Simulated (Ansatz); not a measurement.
Basis-set extrapolation for CH4BNO (`OC1BN1`) (PBE0-D4/def2-TZVP geometry, frozen core, the Gaussian-basis code of Ansatz). Multiplicity 1, RHF reference.

```csv
,def2-TZVPP,def2-QZVPP
HF,-194.232164,-194.241475
MP2 correlation,-0.708098,-0.759477
CCSD(T) correlation,-0.758477,not run
```

Energies in hartree. Use E(X) = E(∞) + A·exp(−7.88·√X) for Hartree–Fock and E(X) = E(∞) + B·X^(−2.97) for correlation, with X = 3 and 4, and add CCSD(T) minus MP2 of the smaller set to the MP2 limit.

What is the CCSD(T) energy at the basis-set limit?

HF limit: -194.241475 + (-0.009311) × 0.13774 = -194.24276. MP2 limit: -0.759477 + (-0.051379) × 0.74074 = -0.79754. Higher-order term: -0.758477 − (-0.708098) = -0.05038. Total: -195.09068 hartree, 262.7 kJ/mol below CCSD(T)/def2-TZVPP.
